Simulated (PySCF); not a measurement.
# Dipole response of Ir⁺ (iridium, charge +1)

[Xe] 4f14 5d7 6s1, high-spin 5F determinant. Computed with PySCF 2.14 in aug-cc-pwCVTZ-PP with ECP60MDF (8s8p7d4f3g, 122 functions), with scalar relativity through the core potential. Coupled (time-dependent) response in atomic units; α is the mean over directions.

```csv
method,mean α (bohr³),C₆ (like pair),S(−4)
MN15,25.16,205.9,227.4
```

S(−4) is the Cauchy moment in α(ω) = α(0) + S(−4) ω² + …

Spin-orbit coupling is absent.

α(iu) at MN15:

```json
{"u (hartree)": "0", "α(iu) (bohr³)": "25.16"}
{"u (hartree)": "0.0500", "α(iu) (bohr³)": "24.61"}
{"u (hartree)": "0.100", "α(iu) (bohr³)": "23.14"}
{"u (hartree)": "0.200", "α(iu) (bohr³)": "19.12"}
{"u (hartree)": "0.300", "α(iu) (bohr³)": "15.43"}
{"u (hartree)": "0.500", "α(iu) (bohr³)": "10.58"}
{"u (hartree)": "0.750", "α(iu) (bohr³)": "7.328"}
{"u (hartree)": "1.00", "α(iu) (bohr³)": "5.453"}
{"u (hartree)": "1.50", "α(iu) (bohr³)": "3.402"}
{"u (hartree)": "2.00", "α(iu) (bohr³)": "2.329"}
{"u (hartree)": "3.00", "α(iu) (bohr³)": "1.280"}
{"u (hartree)": "5.00", "α(iu) (bohr³)": "0.5454"}
```

A single London oscillator, α(iu) = α/(1 + u²/ω²), gives C₆ = (3/4) ω α². Matching the computed C₆ needs ω = 4 × 205.9 / (3 × 25.16²) = 0.434 hartree.

For an ion, C₆ is the dispersion term alone; charge-induced terms of lower order in 1/R come first.

Energies and moments cover only the electrons outside the core potential. Spin-orbit coupling, absent here, splits the open shell strongly.
